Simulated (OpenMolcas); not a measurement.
# d2 ions of charge +4 down a group with 4 chloride ligands in tetrahedral coordination

```yaml
Program: OpenMolcas
Method: SS-CASPT2, IPEA 0.25 Eh, imaginary shift 0.1 Eh
Spin-orbit_coupling: RASSI with atomic mean-field integrals over the reference wave functions
```

The d shell is active; CASPT2 correlates the ligand valence shells and the outer metal core. Anionic complexes are neutralised by point charges behind the ligands. Distances were set from a Shannon-type radius of the metal (high-spin where two are listed) plus a fixed donor radius (Cl 1.76 Å). Ligand basis ANO-RCC-VDZP, DKH2 Hamiltonian. States (labels of Td). Energies in cm-1 above the lowest state or level, χT in cm3 K/mol. Spin-only χT is S(S+1) / 2 for the spin of the ground state.

```csv
Ion,Shell,R (Å),Metal basis,Ground state,First state of that spin,First gap with spin-orbit (degeneracies),χT at 300 K,First state of another spin,Spin-only χT
Cr4+,3d2,2.17,ANO-RCC-VDZP,3A2,3T2 9200,"7370 (3, 2)",0.964,1E 7400,1.000
Mo4+,4d2,2.28,ANO-RCC-VDZP,3A2,3T2 10310,"6150 (3, 2)",0.862,1E 6280,1.000
```

χT departs most from the spin-only value for Mo4+, by -0.138 cm3 K/mol.

Roots that are degenerate in the reference are averaged as groups; the widest CASPT2 spread within a group is 1800 cm-1 (the 3-fold group of multiplicity 1 near 19500 cm-1 above the lowest state of its run, Cr4+). Shifts and gaps below about the spread of the groups concerned are not significant. Over all roots computed the reference weight is 0.64 to 0.67 in Cr4+, 0.69 to 0.71 in Mo4+; a low but even weight reflects the number of correlated electrons. Ligand-to-metal charge-transfer states are missing. With no ligand orbital active B as a rule stays too high, so bands that hang on it stand too high and its fall with covalency is understated. With one d shell and no ligand orbital active, 10Dq can be off by a tenth or more. The least metal-like active orbital is 76 % on the metal (Löwdin) and no ligand orbital is active, so the numbers are rough (holds for Cr4+). The least metal-like active orbital is 70 % on the metal (Löwdin) and no ligand orbital is active, so the numbers are rough (holds for Mo4+). No measured value stands beside these numbers; the geometry is a model, was not optimised and need not be the one that this ion takes.
